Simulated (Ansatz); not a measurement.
Reaction (hydrogenolysis of a C–C bond): `C[CH](C)[GeH3]` + H₂ → `C[CH2][GeH3]` + CH₄

Computed with Ansatz on PBE0-D4/def2-TZVP structures; ΔE is electronic, products minus reactants. CBS: MP2 limit from def2 TZ/QZ plus the TZ coupled-cluster correction, frozen cores. This one scheme is used for every species. DFT in def2-TZVPP. B3LYP here is the variant with VWN-RPA as its local correlation; programs differ in this. For Ge outer-core shells are correlated without core-valence functions, which leaves a few kJ/mol of doubt a bond. Scalar relativity is left out up to krypton.

Question: Is it downhill or uphill in electronic energy at CCSD(T)/CBS, and by how much? (An estimate is asked.)

Answer: The calculation gave: Downhill: ΔE = -67.3 kJ/mol.

Question: What do these levels give: B3LYP-D4, CAM-B3LYP-D4, ωB97M-V, PBE-QIDH, PBE, B3LYP, r2SCANh, CAM-B3LYP, RPA@PBE/def2-TZVPP, MP2/def2-SVP, CCSD/def2-TZVPP, SCS-MP2/def2-QZVPP? (Best estimate.)

Answer: Ansatz gave: B3LYP-D4 -73.3, CAM-B3LYP-D4 -75.3, ωB97M-V -70.9, PBE-QIDH -72.3, PBE -75.5, B3LYP -84.5, r2SCANh -74.2, CAM-B3LYP -81.6, RPA@PBE/def2-TZVPP -66.4, MP2/def2-SVP -65.9, CCSD/def2-TZVPP -73.5, SCS-MP2/def2-QZVPP -68.6 kJ/mol.

Largest T1 diagnostic among the species: 0.010.

In def2-TZVPP, CCSD(T) changes the Hartree–Fock value by +24.6 kJ/mol (the triples alone add +4.5 kJ/mol) and MP2 by +29.2 kJ/mol. The D4 term adds +11.2 kJ/mol with B3LYP and +6.1 kJ/mol with PBE0; it sums over pairs of atoms, weighted by their polarisabilities, and B3LYP, whose exchange is more repulsive, gets the larger term.
